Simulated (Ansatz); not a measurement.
Mg (SMILES [Mg]), singlet. Base run: Ansatz (a program for electronic structure) with B3LYP/6-31G*.

Geometry (Å):
```xyz
1

Mg     0.0000     0.0000     0.0000
```
Charge 0, spin multiplicity 1.
All else is at Ansatz's defaults.

Each row names what was changed in the base input (with any setting that the change needs).

```tsv
change	basis functions	E (Eh)
base	19	-200.07935
basis = 6-31G	13	-200.07794
basis = 3-21G	13	-198.93235
basis = def2-SV(P)	18	-200.02022
basis = pc-2	19	-200.10102
basis = 6-31G**	19	-200.07935
basis = def2-TZVPP	32	-200.09152
basis = cc-pVTZ	34	-200.09768
basis = 6-311+G(2d,p)	35	-200.09326
basis = aug-cc-pVTZ	50	-200.09773
basis = def2-QZVP	51	-200.09991
basis = cc-pVQZ	59	-200.09891
basis = def2-QZVPP	63	-200.09991
```

Totals compare only among sets that treat the same electrons; sets with core potentials leave the core out.
